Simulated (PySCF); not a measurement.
These compounds are isomers of formula C8H7N.

A. SMILES N1=CC=CC=C1C#CC
B. SMILES c1ccn2cccc2c1
C. SMILES CC#Cc1cccnc1

Spectrum 1. 13C{1H} NMR (computed): δ 137.0 (C), 128.8 (CH), 125.2 (CH), 121.0 (CH), 120.4 (CH), 115.7 (CH), 114.5 (CH), 104.2 (CH).

Spectrum 2. 13C{1H} NMR (computed): δ 155.3 (CH), 149.1 (C), 140.4 (CH), 133.3 (CH), 126.3 (CH), 93.8 (C), 86.3 (C), 5.5 (CH3).

Spectrum 3. 13C{1H} NMR (computed): δ 159.7 (CH), 153.2 (CH), 145.0 (CH), 127.3 (CH), 125.3 (C), 98.5 (C), 83.3 (C), 5.7 (CH3).

[PySCF 2.14: NMR shieldings at PBE0/pcSseg-1/GIAO; J: B3LYP/pcJ-1 (spin–dipole term left out of most H,H and C,H couplings); coordinates at the PBE0-D3(BJ)/def2-SVP level; a single conformation; no solvent model; equivalent nuclei averaged; non-relativistic Hamiltonian]

Chemical shifts δ = σref − σ; TMS for 13C (σref 184.41), all at this level. Shifts are as computed. Against solution values, carbons near 30 ppm lie about +2 ppm off and those near 130 ppm about +5 ppm. Of 1211 compounds with measured shifts, 218 miss one by over three times the rms of a fit or turn the order of signals round; such compounds aren't used in these exercises.

**Question.** Match each spectrum to its structure.

**Answer.** 1–B, 2–A, 3–C.

- Spectrum 1 (B): 8 13C signals; δC 137.0 is a ring-fusion aromatic carbon; δC 128.8 is an aromatic CH next to a ring nitrogen.
- Spectrum 2 (A): 8 13C signals; δC 155.3 is an aromatic CH next to a ring nitrogen; δC 133.3 is an aromatic CH.
- Spectrum 3 (C): 8 13C signals; δC 159.7 is an aromatic CH next to a ring nitrogen; δC 153.2 is an aromatic CH next to a ring nitrogen.
